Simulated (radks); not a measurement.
Results of a calculation; reference values are marked as such.
Task: These are the eigenvalues of the occupied orbitals of an atom or ion with whole-number occupations (hartree). Level of theory: non-relativistic Kohn-Sham, LDA (Slater exchange, Perdew-Wang correlation), spin-polarised, spherical densities, point nucleus (a radial shooting solver on a logarithmic mesh with Libxc functionals).

| orbital | eigenvalue |
|---|---|
| 1s up | -144.0723 |
| 1s down | -144.0710 |
| 2s up | -15.18148 |
| 2s down | -15.17977 |
| 2p up | -12.42009 |
| 2p down | -12.41854 |
| 3s up | -1.84075 |
| 3s down | -1.83623 |
| 3p up | -1.16472 |
| 3p down | -1.15910 |
| 4s up | -0.23704 |
| 4d up | -0.02900 |

Which element is it, and in what charge state? The configuration may be excited. Open shells, if any, are filled with parallel spins first.

Result: Z = 20, calcium, charge 0: Ca in [Ar] 4s1 4d1. The list shows which subshells hold electrons but not how many an open one holds; the 1s level, -144.07 hartree, gives Z - s = 17.0 by -(Z - s)^2/2, which with screening narrows Z to a few neighbours, and the depths of the outer levels then fix element, charge and occupations together.
